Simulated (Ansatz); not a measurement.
Consider the atomization: `[SiH3]O[Si]Br` → Br• + 3 H• + O• + 2 Si•.

Computed with Ansatz on PBE0-D4/def2-TZVP structures; ΔE is electronic, products minus reactants. CCSD(T)/CBS is the MP2 limit (def2-TZVPP, def2-QZVPP) plus CCSD(T) − MP2 in def2-TZVPP, frozen cores. This one scheme is used for every species, atoms too. Functionals use def2-TZVPP. B3LYP here is the variant with VWN-RPA as its local correlation; programs differ in this. HSE06 is defined as in plane-wave codes. No spin–orbit coupling; open shells (•) take unrestricted orbitals. Spin–orbit coupling would lower the free atoms: a little for O, Si; clearly for Br. For Br outer-core shells are correlated without core-valence functions, so the limit isn't a true one: a few kJ/mol of doubt a bond, and 10 to 20 or more in all where bonds break to atoms. Scalar relativity is left out up to krypton. One conformer a species, not always the lowest.

| level | ΔE (eV) | difference from CCSD(T)/CBS |
| --- | --- | --- |
| LDA (SPW92) | 27.17 | 2.90 |
| PBE-D4 | 24.11 | -0.16 |
| revPBE-D4 | 23.55 | -0.72 |
| BLYP-D4 | 23.99 | -0.28 |
| r2SCAN-D4 | 24.09 | -0.18 |
| B97M-V | 24.18 | -0.09 |
| PBE0-D4 | 23.71 | -0.56 |
| B3LYP-D4 | 24.01 | -0.26 |
| r2SCAN0-D4 | 23.65 | -0.62 |
| HSE06-D4 | 23.72 | -0.55 |
| CAM-B3LYP-D4 | 24.09 | -0.18 |
| ωB97X-V | 24.22 | -0.05 |
| ωB97M-V | 24.23 | -0.04 |
| B2PLYP | 23.76 | -0.51 |
| PBE-QIDH | 23.70 | -0.57 |
| PBE | 23.90 | -0.37 |
| revPBE | 23.01 | -1.26 |
| BLYP | 23.54 | -0.73 |
| r2SCAN | 24.04 | -0.23 |
| PBE0 | 23.53 | -0.74 |
| B3LYP | 23.67 | -0.60 |
| r2SCANh | 23.85 | -0.42 |
| r2SCAN0 | 23.59 | -0.68 |
| HSE06 | 23.55 | -0.72 |
| CAM-B3LYP | 23.91 | -0.36 |
| LC-ωPBE | 23.53 | -0.74 |
| HF/def2-SVP | 17.12 | -7.15 |
| MP2/def2-SVP | 22.38 | -1.89 |
| CCSD(T)/def2-SVP | 22.02 | -2.25 |
| HF/def2-TZVPP | 17.61 | -6.66 |
| MP2/def2-TZVPP | 23.88 | -0.39 |
| SCS-MP2/def2-TZVPP | 23.79 | -0.48 |
| CCSD/def2-TZVPP | 23.04 | -1.23 |
| CCSD(T)/def2-TZVPP | 23.42 | -0.85 |
| HF/def2-QZVPP | 17.68 | -6.59 |
| MP2/def2-QZVPP | 24.39 | 0.12 |
| SCS-MP2/def2-QZVPP | 24.34 | 0.07 |
| HF/CBS(def2) | 17.69 | -6.58 |
| MP2/CBS(def2) | 24.73 | 0.46 |
| CCSD/CBS(def2) | 23.89 | -0.38 |
| CCSD(T)/CBS | 24.27 | 0 |

Largest T1 diagnostic among the species: 0.012.

From r2SCAN to r2SCAN0 (25 % exact exchange), in def2-TZVPP and without D4, ΔE moves by −0.45 eV: exact exchange takes away binding that semilocal exchange gives to molecules. At CCSD(T), def2-SVP lies −2.25 eV from the extrapolated value and def2-TZVPP −0.85 eV: correlation converges slowly with the basis, and small sets miss more of it in the bonded molecule than in its fragments. The D4 term adds +0.34 eV with B3LYP and +0.18 eV with PBE0; it sums over pairs of atoms, weighted by their polarisabilities, and B3LYP, whose exchange is more repulsive, gets the larger term.

For atomizations the MP2-based limit and the directly extrapolated one differ by several kJ/mol either way, and by 10 to 25 for some Ge, Se and Sn compounds, so smaller differences from it don't rank the levels.
